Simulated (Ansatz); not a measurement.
`[OH][GeH]([OH])[SiH3]`, charge 0, multiplicity 1.

**Question.** Give a relaxed structure at PBE0-D4/def2-TZVP (Ansatz 0.2.0). (Estimate.)

**Answer.** Ansatz gave: 
Z-matrix (Å, degrees):
```
Ge
O 1 1.783
Si 1 2.396 2 109.8
O 1 1.783 2 110.3 3 -121.2
H 1 1.531 2 104.3 3 127.4
H 2 0.959 1 113.6 3 44.5
H 3 1.490 1 108.2 2 -60.2
H 3 1.485 1 110.5 2 -179.4
H 3 1.485 1 110.5 2 59.0
H 4 0.959 1 113.6 2 75.7
```
Point group Cs.
This is one stationary point; other conformers may exist.
